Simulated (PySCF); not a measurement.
Al(Cl)(H)(SMe) (CH₄AlClS), SMILES C[S][AlH][Cl]. Heavy atoms are numbered as in [AlH:1]([Cl:2])[S:4][CH3:5]. Hydrogens are named by the atom that carries them.

The structure is a stationary point at TPSSh-D3(BJ)/def2-SVP. The values are those of a single conformer.

Method: B3LYP/pcSseg-1 (PySCF).

GIAO shieldings, no solvent; atoms alike by connectivity are averaged. δ = σ(ref) − σ: ³⁵Cl against HCl (σ = 933.3 ppm); ¹H against TMS (σ = 31.68 ppm); ³³S against H2S (σ = 695.8 ppm); ¹³C against TMS (σ = 181.3 ppm), references at their B3LYP-D3(BJ)/def2-TZVP geometries, non-relativistic (without spin–orbit terms, shifts of atoms bonded to Cl or Br come out too high).

Computed chemical shifts:
```json
[
 {"nucleus": "³⁵Cl", "atoms": "Cl2", "count": "1", "δ (ppm)": "48.4"},
 {"nucleus": "¹H", "atoms": "H on Al1", "count": "1", "δ (ppm)": "5.22"},
 {"nucleus": "¹H", "atoms": "H on C5", "count": "3", "δ (ppm)": "2.47"},
 {"nucleus": "³³S", "atoms": "S4", "count": "1", "δ (ppm)": "126.9"},
 {"nucleus": "¹³C", "atoms": "C5 (CH3)", "count": "1", "δ (ppm)": "15.0"}
]
```
